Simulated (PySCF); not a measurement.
Electron correlation in Tc+ (technetium, charge +1)

[Kr] 4d5 5s1, high-spin 7S determinant. Calculation: PySCF 2.14, in x2c-TZVPPall (8s6p6d2f1g, 79 functions); scalar relativity by spin-free X2C-1e. Frozen: [Kr]; 6 electrons correlated.

```json
{"level": "CCSD", "correlation energy (mhartree)": "-85.77"}
{"level": "(T)", "correlation energy (mhartree)": "-1.52"}
{"level": "CCSD(T)", "correlation energy (mhartree)": "-87.29"}
```

Diagnostics: T1 = 0.0053, D1 = 0.0177, largest double amplitude 0.023.

Question: Is a single reference adequate?

Answer: Yes, within this model without spin-orbit coupling: T1 lies below 0.03 and no double amplitude reaches 0.07.
